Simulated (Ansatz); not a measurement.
Ansatz (a program for electronic structure) input (CCSD(T)/cc-pVTZ):

Ansatz 0.2 input:
```yaml
crystal:
  periodic: [false, false, false]
  atoms:
    - {symbol: Al, position_ang: [-0.00000000, -0.00000000, -0.61996352]}
    - {symbol: O, position_ang: [0.00000000, 0.00000000, 1.00744073]}
basis:
  gaussian:
    orbitals: cc-pVTZ
magnetization: {spin_polarized: true, initial_magnetization: 1}
correlation: {method: ccsd_t, electrons: outside_noble_gas}
```

Output:

```
Functional definition: HF
integrals: 0.05 GiB planned
402 factors; integrals over basis functions are off by at most 1.2e-3 eV
mean field: 0.10 GiB planned
mean field evaluation 1: about -8613.2521 eV, gradient 3.7e1 eV
mean field evaluation 2: about -8613.2608 eV, gradient 3.7e1 eV
mean field evaluation 4: about -8619.4785 eV, gradient 3.4e0 eV
mean field evaluation 8: about -8619.7219 eV, gradient 7.6e-1 eV
mean field evaluation 16: about -8619.9167 eV, gradient 2.1e-5 eV
mean field evaluation 32: about -8620.2399 eV, gradient 1.6e-6 eV
mean field evaluation 64: about -8619.6512 eV, gradient 3.1e0 eV
mean field evaluation 96: about -8617.5931 eV, gradient 1.8e1 eV
mean field evaluation 128: about -8614.9621 eV, gradient 1.1e1 eV
mean field evaluation 160: about -8617.8141 eV, gradient 3.0e-3 eV
mean field evaluation 192: about -8619.9939 eV, gradient 3.1e0 eV
mean field evaluation 224: about -8619.0748 eV, gradient 4.8e0 eV
mean field evaluation 256: about -8620.2093 eV, gradient 6.0e-2 eV
mean field evaluation 288: about -8615.8286 eV, gradient 6.8e0 eV
mean field evaluation 320: about -8619.5131 eV, gradient 5.7e0 eV
mean field evaluation 352: about -8616.3025 eV, gradient 8.5e-3 eV
mean field evaluation 384: about -8617.7909 eV, gradient 1.2e0 eV
mean field evaluation 416: about -8620.2162 eV, gradient 2.5e-1 eV
mean field evaluation 448: about -8616.2623 eV, gradient 3.0e0 eV
mean field evaluation 480: about -8614.6074 eV, gradient 1.5e1 eV
mean field evaluation 512: about -8620.1956 eV, gradient 1.3e0 eV
mean field evaluation 544: about -8617.8141 eV, gradient 3.6e-3 eV
mean field evaluation 576: about -8619.4320 eV, gradient 1.9e0 eV
mean field evaluation 608: about -8619.4135 eV, gradient 1.3e0 eV
mean field evaluation 640: about -8619.1340 eV, gradient 2.2e0 eV
mean field evaluation 672: about -8619.2475 eV, gradient 8.4e-1 eV
mean field evaluation 704: about -8616.4954 eV, gradient 4.4e-4 eV
mean field evaluation 736: about -8616.3014 eV, gradient 1.6e-1 eV
mean field evaluation 768: about -8616.2531 eV, gradient 1.5e-3 eV
mean field evaluation 800: about -8615.0097 eV, gradient 2.7e0 eV
mean field evaluation 832: about -8614.8750 eV, gradient 5.4e-3 eV
mean field evaluation 864: about -8617.1275 eV, gradient 1.6e-2 eV
mean field evaluation 896: about -8620.1883 eV, gradient 1.3e0 eV
mean field evaluation 928: about -8619.2590 eV, gradient 6.7e-1 eV
mean field evaluation 960: about -8619.2319 eV, gradient 1.3e0 eV
mean field evaluation 992: about -8619.9167 eV, gradient 2.7e-4 eV
mean field evaluation 1024: about -8615.8913 eV, gradient 5.3e0 eV
mean field evaluation 1056: about -8616.4954 eV, gradient 1.1e-2 eV
mean field evaluation 1088: about -8616.2134 eV, gradient 1.5e0 eV
mean field evaluation 1120: about -8620.2094 eV, gradient 4.5e-2 eV
mean field evaluation 1152: about -8613.0890 eV, gradient 2.8e1 eV
mean field evaluation 1184: about -8616.4876 eV, gradient 6.3e-1 eV
mean field evaluation 1216: about -8616.3029 eV, gradient 1.1e-1 eV
mean field evaluation 1248: about -8619.1688 eV, gradient 4.5e0 eV
mean field evaluation 1280: about -8619.2149 eV, gradient 8.8e0 eV
mean field evaluation 1312: about -8620.2094 eV, gradient 1.9e-3 eV
mean field evaluation 1344: about -8619.9164 eV, gradient 6.2e-2 eV
mean field evaluation 1376: about -8619.2297 eV, gradient 1.6e0 eV
mean field evaluation 1408: about -8619.0508 eV, gradient 1.9e0 eV
mean field evaluation 1440: about -8619.2372 eV, gradient 1.3e0 eV
mean field evaluation 1472: about -8619.9167 eV, gradient 1.8e-4 eV
mean field evaluation 1504: about -8606.8959 eV, gradient 1.6e1 eV
mean field evaluation 1536: about -8616.2438 eV, gradient 6.5e-1 eV
mean field evaluation 1568: about -8607.3522 eV, gradient 1.9e1 eV
mean field evaluation 1600: about -8619.4792 eV, gradient 9.8e-1 eV
mean field -8620.23994421 eV, -316.7879749411 hartree, gradient 1.6e-6 eV, S^2 0.926004; 20 other end points of the search recorded, 0 dependent functions left out
determinant -8620.23994421 eV, -316.7879749411 hartree, with singles and doubles -8627.35913972 eV, -317.0496005508 hartree
determinant -8620.20943186 eV, -316.7868536329 hartree, with singles and doubles -8627.30120037 eV, -317.0474713188 hartree
determinant -8619.91672805 eV, -316.7760969664 hartree, with singles and doubles -8627.83419476 eV, -317.0670585013 hartree
determinant -8617.81413374 eV, -316.6988280506 hartree, with singles and doubles -8623.95206806 eV, -316.9243929765 hartree
determinant -8617.12755129 eV, -316.6735966112 hartree, with singles and doubles -8623.68253614 eV, -316.9144878610 hartree
determinant -8620.23994421 eV, -316.7879749411 hartree, with singles and doubles -8627.25119221 eV, -317.0456335529 hartree
determinant -8620.20943186 eV, -316.7868536329 hartree, with singles and doubles -8627.25682826 eV, -317.0458406738 hartree
determinant -8619.91672805 eV, -316.7760969664 hartree, with singles and doubles -8627.87924761 eV, -317.0687141632 hartree
6 core orbitals not correlated
reference -8619.91672805 eV, -316.7760969664 hartree; 5, 4 occupied and 53, 54 virtual orbitals, 402 factors
second order -7.14066370 eV of doubles, -0.00000000 eV of singles
coupled cluster: 0.15 GiB planned
cycle   1  -7.96251950 eV  change    6.6e-8 eV  update   2.5e-6
perturbative correction -0.37301460 eV, -0.0137080338 hartree
Total energy: -8628.25226215 eV, -317.0824221946 hartree
```
